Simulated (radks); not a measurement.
Question: Radial electron density D(r) = 4 pi r^2 rho(r) of an atom or ion with 22 electrons. Method: scalar-relativistic Kohn-Sham, BLYP, spin-unpolarised, spherical densities, finite nucleus; Fermi nuclear charge, rms radius of each element as measured or else 0.836 A^(1/3) + 0.57 fm; computed with a radial shooting solver on a logarithmic mesh with Libxc functionals.

```
   r/bohr * D(r) (the largest magnitude, 28, reaches the edge; | marks zero)
 0.003432 | *
 0.003932 | *
 0.004505 |  *
 0.005161 |   *
 0.005913 |    *
 0.006774 |     *
 0.007761 |       *
 0.008891 |         *
  0.01011 |           *
  0.01158 |              *
  0.01326 |                 *
   0.0152 |                     *
  0.01741 |                         *
  0.01995 |                             *
  0.02285 |                                  *
  0.02618 |                                      *
     0.03 |                                          *
  0.03437 |                                              *
  0.03937 |                                                 *
  0.04511 |                                                  *
  0.05168 |                                                  *
  0.05921 |                                                 *
  0.06784 |                                              *
  0.07772 |                                           *
  0.08904 |                                       *
    0.102 |                                      *
   0.1169 |                                      *
   0.1339 |                                        *
   0.1534 |                                            *
   0.1744 |                                                 *
   0.1998 |                                                     *
   0.2289 |                                                      *
   0.2622 |                                                    *
   0.3004 |                                             *
   0.3442 |                                     *
   0.3943 |                           *
   0.4517 |                    *
   0.5175 |               *
   0.5929 |               *
   0.6793 |                *
   0.7783 |                   *
   0.8917 |                   *
    1.022 |                  *
     1.17 |              *
    1.341 |          *
    1.536 |       *
     1.76 |    *
    2.016 |  *
     2.31 |  *
    2.647 | *
    3.008 | *
    3.446 |*
    3.948 |*
    4.524 |*
    5.183 *
    5.938 *
    6.803 *
    7.794 *
    8.929 *
    10.23 *
    11.72 *
```

What is the nuclear charge?

Answer: Z = 22. The innermost maximum, from 1s, lies near gamma/Z bohr with gamma = sqrt(1 - (Z/c)^2) = 0.987, here 0.0449 bohr (found: 0.0481), and its height grows with Z. The density is that of neutral titanium in [Ar] 3d2 4s2; the configuration itself is not fixed sharply by these data, and Z only to about a unit. D(r) has 3 maxima, at r = 0.0481, 0.225, 0.871 bohr, and minima at 0.109, 0.570 bohr, inside which lie 2.13, 10.45 electrons.
